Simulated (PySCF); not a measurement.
SMILES CC[SiH2]CC (C₄H₁₂Si), singlet at its GFN2-xTB optimised geometry (Å):

```
17

C      1.9814    -1.8808     0.0061
C      1.3986    -0.4735     0.0000
Si    -0.5042    -0.4735     0.0000
C     -1.1401     1.3199     0.0000
C     -2.6613     1.3989     0.0013
H      3.0703    -1.8553     0.0066
H      1.6535    -2.4264     0.8877
H      1.6545    -2.4336    -0.8714
H      1.7731     0.0599    -0.8757
H      1.7732     0.0675     0.8711
H     -0.9989    -1.1740    -1.1947
H     -0.9987    -1.1734     1.1951
H     -0.7582     1.8526     0.8730
H     -0.7598     1.8523    -0.8738
H     -3.0688     0.9058     0.8807
H     -3.0012     2.4336     0.0027
H     -3.0703     0.9077    -0.8784
```

Method: PySCF with PBE/def2-SVP. Cells within 0.4 Å of a nucleus heavier than hydrogen are left out (blank, or x).

Map of the HOMO−1 amplitude (bohr^(-3/2)) on the plane z = 0.0 Å; orbital energy -7.20 eV, overall sign arbitrary:

```
|55555555555555555555555555555|
|55555555555555555555555555555|
|55555555555555555555555555555|
|55555555555555555555555555555|
|55555555555666555555555555555|
|55555555556666665555555555555|
|55555545556666666555555555555|
|55555434556666666555555555555|
|55555422457787666655555555555|
|55555432457997666566665555555|
|5555555xx57x96655566666555555|
|5556667xx43xx4455566666655555|
|55566677642002345566666655555|
|55666666653211234578766655555|
|55566666654333112499866655555|
|555666666666xx310xx9766555555|
|5555666666786x421xx7665555555|
|55555666677887543345544555555|
|5555566666788765555x333455555|
|5555556666777766667xx22455555|
|55555566666666666777544455555|
|55555556666666666676555555555|
|55555555666666666666655555555|
|55555555556666666666655555555|
|55555555555555666666555555555|
|55555555555555555555555555555|
|55555555555555555555555555555|
|55555555555555555555555555555|
|55555555555555555555555555555|
```
Scale: ten equal steps from -0.164 (start of '0') to 0.114 (end of '9'), in the order '0123456789'; x runs from -5.50 to 5.50, y from -5.50 (bottom) to 5.50 (top).
